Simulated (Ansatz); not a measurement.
Program: Ansatz. Geometries: PBE0-D4/def2-TZVP. ΔE: electronic, gas phase. CCSD(T)/CBS adds triple-zeta CCSD(T) − MP2 to the extrapolated MP2 energy (def2 sets, frozen cores). This one scheme is used for every species. Functionals use def2-TZVPP. B3LYP here is the variant with VWN-RPA as its local correlation; programs differ in this. One conformer a species, not always the lowest.

Consider the ligand exchange at the Si–C bond: `C[Si](O)([SiH3])Cl` + CH₃OH → `CO[Si](O)([SiH3])Cl` + CH₄.

```
         level  ΔE (kJ/mol)
         B3LYP       -115.9
 HF/def2-TZVPP       -124.5
  HF/CBS(def2)       -125.5
CCSD/CBS(def2)       -115.1
```

Task: What does CCSD(T)/CBS give? (An estimate is asked.)

Result: Computed: -114.9 kJ/mol. The listed levels differ from it by -1.0, -9.6, -10.6, -0.2 kJ/mol.

Largest T1 diagnostic among the species: 0.012.

In def2-TZVPP, CCSD(T) changes the Hartree–Fock value by +8.8 kJ/mol (the triples alone add +0.2 kJ/mol) and MP2 by +7.1 kJ/mol. The D4 term adds −3.7 kJ/mol with B3LYP and −2.2 kJ/mol with PBE0; it sums over pairs of atoms, weighted by their polarisabilities, and B3LYP, whose exchange is more repulsive, gets the larger term.
